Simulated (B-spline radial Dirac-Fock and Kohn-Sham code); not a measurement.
# X-ray lines that fill the 1s vacancy in Dy

System: the Dy atom, [Xe] 4f10 6s2.

The computed values come from an atomic code on a B-spline grid: one-electron (LDA, Dirac) transition rates at Dirac-Fock energies.

| line | multipole | energy (eV) | rate (s⁻¹) | share (%) | tabulated share (%) |
| --- | --- | --- | --- | --- | --- |
| Kα2 | E1 | 45204.7 | 1.02e+16 | 28.9 | 28.6 |
| Kα1 | E1 | 45995.8 | 1.82e+16 | 51.6 | 51.2 |
| Kβ3 | E1 | 51940.5 | 1.85e+15 | 5.24 | 5.47 |
| Kβ1 | E1 | 52107.3 | 3.58e+15 | 10.2 | 10.6 |
| Kβ5'' | E2 | 52454.3 | 3.10e+13 | 0.0881 | – |
| Kβ5' | E2 | 52489.8 | 4.06e+13 | 0.115 | – |
| Kβ2'' | E1 | 53445.7 | 4.09e+14 | 1.16 | 1.23 |
| Kβ2' | E1 | 53482.7 | 7.94e+14 | 2.26 | 2.41 |
| K-N4 | E2 | 53617.8 | 7.04e+12 | 0.0200 | – |
| K-N5 | E2 | 53624.5 | 9.17e+12 | 0.0260 | – |
| K-O2 | E1 | 53755.1 | 5.62e+13 | 0.160 | – |
| K-O3 | E1 | 53759.8 | 1.05e+14 | 0.300 | – |

The listed lines hold 100.0 % of the radiative rate. The radiative width is 23.2 eV in the length form and 23.7 eV in the velocity form; the two differ because the transition energies are not eigenvalue differences of the potential that gave the orbitals. Kα2/Kα1 is 0.559 and Kβ/Kα is 0.243; a single-potential model such as this gives Kβ/Kα some per cent low, since it omits exchange and overlap corrections. Tabulated shares: Scofield radiative rates as tabulated in xraylib 4.2.
